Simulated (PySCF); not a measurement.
**Two-component Hartree-Fock for Mo (molybdenum, neutral)**

Start: [Kr] 4d5 5s1; 4d5/2 filled at m_j = -3/2, -1/2, +1/2, +3/2, +5/2; 5s1/2 filled at m_j = +1/2. Calculated with PySCF 2.14 in x2c-TZVPall-2c (8s9p7d1f, 77 functions): generalised Hartree-Fock with the X2C-1e Hamiltonian and a Gaussian nucleus; one run each with spin-orbit coupling (SO) switched off, then screened by Boettger's factors. This is a chosen level, not necessarily the ground level.

| spinor shell | electrons | ε, spin-free (eV) | ε, screened SO (eV) | weight of nominal j (screened SO) | rms radius, screened SO (bohr) |
| --- | --- | --- | --- | --- | --- |
| 1s1/2 | 2 | -20107.0 | -20105.9 | 1.000 | 0.0404 |
| 2s1/2 | 2 | -2914.8 | -2914.5 | 1.000 | 0.166 |
| 2p1/2 | 2 | -2599.2 | -2672.8 | 1.000 | 0.145 |
| 2p3/2 | 4 | -2599.2 | -2564.7 | 1.000 | 0.149 |
| 3s1/2 | 2 | -528.14 | -528.06 | 1.000 | 0.456 |
| 3p1/2 | 2 | -421.84 | -434.46 | 1.000 | 0.455 |
| 3d3/2 | 4 | -248.97 | -251.12 | 0.972 | 0.451 |
| 3d5/2 | 6 | -248.97 | -247.48 | 0.981 | 0.455 |
| 4s1/2 | 2 | -78.865 | -78.852 | 1.000 | 1.19 |
| 4p1/2 | 2 | -47.652 | -52.354 | 0.654 | 1.34 |
| 4p3/2 | 4 | -47.652 | -45.352 | 0.827 | 1.34 |
| 4d5/2 | 5 | -9.367 | -9.365 | 0.583 | 2.12 |
| 5s1/2 | 1 | -6.489 | -6.490 | 1.000 | 3.94 |

(1) Where does 3p3/2 lie, and what is the 3p spin-orbit splitting (screened SO)?

```tsv
quantity	spin-free	screened SO
E (hartree)	-4045.95492	-4046.43058
M_J	3	3
⟨J²⟩	12.004	12.004
⟨L²⟩	0.000	0.013
⟨S²⟩	12.004	12.000
```

Each row is a mean over spinors that exchange with the open shell spreads, by up to 8.034 eV (4p3/2).

Rows whose weight is well below 1 are mixtures of j = l ± 1/2: exchange outweighs spin-orbit coupling there, and the label is only the starting occupation.

Breit and QED terms are absent; they matter most for the inner s and p1/2 levels.

Densities and radii are taken from the X2C orbitals without a picture-change correction, which distorts them close to the nucleus.

Without spin-orbit coupling the j labels of p, d and f shells carry no meaning; the spin-free column gives the mean over the occupied spinors of each nl shell.

## Answers

(1) At -415.90 eV, 18.560 eV above 3p1/2.
